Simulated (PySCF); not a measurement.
N-methylmethanimine (C2H5N), SMILES C=NC.

Geometry optimised at PBE0-D3(BJ)/def2-TZVP.

Calculation: PBE0-D3(BJ)/def2-TZVP in PySCF.

Harmonic, unscaled wavenumbers; measured fundamentals usually lie a few per cent lower.

Computed normal modes with their intensities:
| mode | ν (cm⁻¹) | IR (km/mol) | Raman (Å⁴/amu) | depolarisation | moving atoms (share of kinetic energy) |
|---|---|---|---|---|---|
| 1 | 223 | 8.4 | 0.6 | 0.75 | H 79 %, N 15 % |
| 2 | 480 | 6.3 | 2.7 | 0.23 | H 43 %, C 31 %, N 26 % |
| 3 | 701 | 1.3 | 4.9 | 0.75 | H 95 % |
| 4 | 997 | 13.6 | 3.5 | 0.23 | C 54 %, N 25 %, H 21 % |
| 5 | 1068 | 20.2 | 0.4 | 0.75 | H 73 %, C 26 % |
| 6 | 1122 | 0.1 | 1.3 | 0.73 | H 78 %, C 21 % |
| 7 | 1141 | 0.3 | 0.1 | 0.75 | H 68 %, C 21 %, N 10 % |
| 8 | 1241 | 19.4 | 0.3 | 0.75 | H 55 %, C 23 %, N 22 % |
| 9 | 1427 | 0.8 | 8.2 | 0.49 | H 84 %, C 16 % |
| 10 | 1468 | 6.1 | 11.1 | 0.75 | H 97 % |
| 11 | 1472 | 2.3 | 28.4 | 0.61 | H 93 % |
| 12 | 1503 | 23.7 | 0.7 | 0.13 | H 91 % |
| 13 | 1767 | 18.3 | 16.6 | 0.15 | C 49 %, N 44 % |
| 14 | 2988 | 45.4 | 87.6 | 0.02 | H 96 % |
| 15 | 3000 | 68.4 | 159.4 | 0.15 | H 94 % |
| 16 | 3090 | 22.6 | 113.3 | 0.29 | H 92 %, C 8 % |
| 17 | 3111 | 12.4 | 85.8 | 0.75 | H 91 %, C 9 % |
| 18 | 3149 | 26.5 | 110.8 | 0.45 | H 90 %, C 10 % |
